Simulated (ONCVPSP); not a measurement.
**caesium (Cs), ONCV: configuration errors across variants**

```json
{"Element": "caesium", "Generator": "ONCVPSP 4.0.1", "Type": "optimised norm-conserving Vanderbilt (ONCV)", "Functional": "PBE", "Relativity": "scalar-relativistic", "Frozen core": "[Kr] 4d10", "Valence charge": "9", "Reference configuration": "5s2 5p6 6s0.5 6p0.5", "Partial waves": "5s+6s: rc 3.40 bohr, ncon 4, nbas 7, qcut 2.7 1/bohr, 2 projectors; 5p+6p: rc 3.25 bohr, ncon 5, nbas 8, qcut 4.5 1/bohr, 2 projectors; d scattering state at 0.45 Ha: rc 3.40 bohr, ncon 3, nbas 6, qcut 2.9 1/bohr, 2 projectors, debl 3.3 Ha", "Local potential": "polynomial inside 2.30 bohr (lpopt 3, dvloc0 0 Ha)", "Core correction": "Teter function, fcfact 5.5, rcfact 1"}
```

In the d channel the program set the typed energies aside and used 0.050, 3.350 Ha.

All-electron excitation energies from the reference (eV): (1) 5s2 5p6 6s1 6p0 -0.679; (2) 5s2 5p6 6s0 6p0 3.184; (3) 5s2 5p6 6s0.5 6p0 0.791; (4) 5s2 5p6 5d1 6s0 6p0 0.992.

A true bound ghost makes a file unfit for plane-wave use even where its test errors are small: the radial tests pick states by their node count and pass the ghost by.

Errors AE − PS in meV (a dash: test not solved or not reliable):

| change | (1) | (2) | (3) | (4) | bound ghosts | GHOST(+) flags above zero |
| --- | --- | --- | --- | --- | --- | --- |
| base | -0.1 | -0.3 | -0.1 | -46 | none | d |
| core correction none | 0.0 | -0.3 | -0.1 | -46 | none | d |
| p: nbas 10 | -0.1 | -0.3 | -0.1 | -46 | none | d |
| s: qcut 1.8; p: qcut 3; d: qcut 1.9 | -0.1 | -0.4 | -0.1 | -59 | d | d |
| p: rc 4.22 | -0.1 | -0.4 | -0.1 | -46 | none | d |
| core correction Teter function, fcfact 2.7, rcfact 1 | -0.1 | -0.3 | -0.1 | -46 | none | d |

Question: Give the same row for: all radii but the core radius scaled by about 1.31 (s 4.46, p 4.26, d 4.46 bohr); local potential polynomial inside 3.02 bohr (lpopt 3, dvloc0 0 Ha).

Answer: -0.2, -0.7, -0.1, -0.2; bound ghosts: none; GHOST(+) flags above zero: d.
